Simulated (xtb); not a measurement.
xtb input (GFN1-xTB):

```bash
xtb mol.xyz --gfn 1 --opt tight --chrg 0 --uhf 0
```
mol.xyz:
```
8

C     -3.01133968    -0.36314930    -0.18805990
O     -1.91370037     0.46661428     0.21245495
B     -0.62523371     0.18616719     0.08546198
I      0.78760724     1.64465408     0.78684586
I      0.08729840    -1.65980935    -0.78964452
H     -3.91894759     0.17810794     0.06500327
H     -2.97767401    -1.31216012     0.34548929
H     -2.96956775    -0.54757298    -1.26075402
```

End of the output:

```
     X       Y       Z
  -0.5747  -0.4214  -0.2035  total (Debye):    1.884

           -------------------------------------------------
          |                Geometry Summary                 |
           -------------------------------------------------

      molecular mass/u    :      295.6539349
   center of mass at/Å    :        0.0636092       0.0077231       0.0039973
  moments of inertia/u·Å² :        0.2323982E+03   0.9486285E+03   0.1177840E+04
rotational constants/cm⁻¹ :        0.7253770E-01   0.1777053E-01   0.1431233E-01

 * 7 selected distances

     #   Z          #   Z                                           value/Å
     1   6 C        2   8 O                                       1.4135707
     2   8 O        3   5 B                                       1.3544812
     3   5 B        4  53 I                                       2.1595293
     3   5 B        5  53 I                                       2.1728762 (max)
     1   6 C        6   1 H                                       1.0920816 (min)
     1   6 C        7   1 H                                       1.0959822
     1   6 C        8   1 H                                       1.0959822

 * 4 distinct bonds (by element types)

   Z      Z             #   av. dist./Å        max./Å        min./Å
   1 H    6 C           3     1.0946820     1.0959822     1.0920816
   5 B    8 O           1     1.3544812     1.3544812     1.3544812
   6 C    8 O           1     1.4135707     1.4135707     1.4135707
   5 B   53 I           2     2.1662028     2.1728762     2.1595293

optimized geometry written to: xtbopt.xyz

           -------------------------------------------------
          | TOTAL ENERGY              -17.836394828936 Eh   |
          | GRADIENT NORM               0.000734264894 Eh/α |
          | HOMO-LUMO GAP               4.600106610580 eV   |
           -------------------------------------------------

------------------------------------------------------------------------
------------------------------------------------------------------------
 total:
 SCF:
Note: The following floating-point exceptions are signalling: IEEE_DENORMAL
normal termination of xtb
 ANC optimizer:
```
